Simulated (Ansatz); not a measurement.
CuAg₄⁺, relaxed as a singlet with RKS PBE-D4/def2-SVP in Ansatz, starting from the GFN2-xTB geometry. Force threshold 0.02 eV/Å.

In the def2 sets Ag takes a core potential; there is no spin–orbit coupling. The structure comes from a short search, and lower isomers may exist.

Start:

```xyz
5

Ag    2.646   -0.610    1.046
Ag   -2.179    0.401   -1.807
Ag   -0.006   -0.050    0.012
Ag   -1.200    2.519   -0.442
Cu    0.740   -2.260    1.192
```

```json
{"step": "1", "energy (eV)": "-60621.4978", "largest force component (eV/Å)": "0.528", "SCF passes": "41"}
{"step": "2", "energy (eV)": "-60621.5939", "largest force component (eV/Å)": "0.262", "SCF passes": "22"}
{"step": "3", "energy (eV)": "-60621.6053", "largest force component (eV/Å)": "0.029", "SCF passes": "22"}
{"step": "4", "energy (eV)": "-60621.6055", "largest force component (eV/Å)": "0.008", "SCF passes": "23"}
{"step": "5", "energy (eV)": "-60621.6057", "largest force component (eV/Å)": "0.007", "SCF passes": "23"}
{"step": "6", "energy (eV)": "-60621.6073", "largest force component (eV/Å)": "0.072", "SCF passes": "21"}
{"step": "7", "energy (eV)": "-60621.6083", "largest force component (eV/Å)": "0.093", "SCF passes": "21"}
{"step": "8", "energy (eV)": "-60621.6098", "largest force component (eV/Å)": "0.080", "SCF passes": "21"}
{"step": "9", "energy (eV)": "-60621.6116", "largest force component (eV/Å)": "0.053", "SCF passes": "21"}
{"step": "10", "energy (eV)": "-60621.6128", "largest force component (eV/Å)": "0.052", "SCF passes": "21"}
{"step": "11", "energy (eV)": "-60621.6136", "largest force component (eV/Å)": "0.045", "SCF passes": "21"}
{"step": "12", "energy (eV)": "-60621.6140", "largest force component (eV/Å)": "0.050", "SCF passes": "21"}
{"step": "13", "energy (eV)": "-60621.6142", "largest force component (eV/Å)": "0.019", "SCF passes": "22"}
```

Force components are those of the run's own axes.

End:

```tsv
atom	x (Å)	y (Å)	z (Å)
Ag1	2.590	-0.860	0.553
Ag2	-1.728	0.494	-2.048
Ag3	0.018	-0.015	0.011
Ag4	-1.503	2.271	-0.110
Cu5	0.622	-1.889	1.593
```

By distances, no bond broke or formed. The bond that changes most is Ag1–Ag3, from 2.90 to 2.76 Å (atoms count from 1).

The force fell under the threshold at step 4, but the optimiser went on and released 0.009 eV more. No frequencies were taken in this run, so the end may be a saddle point.

It took 18 s on 4 threads of INTEL XEON PLATINUM 8581C on a shared host.
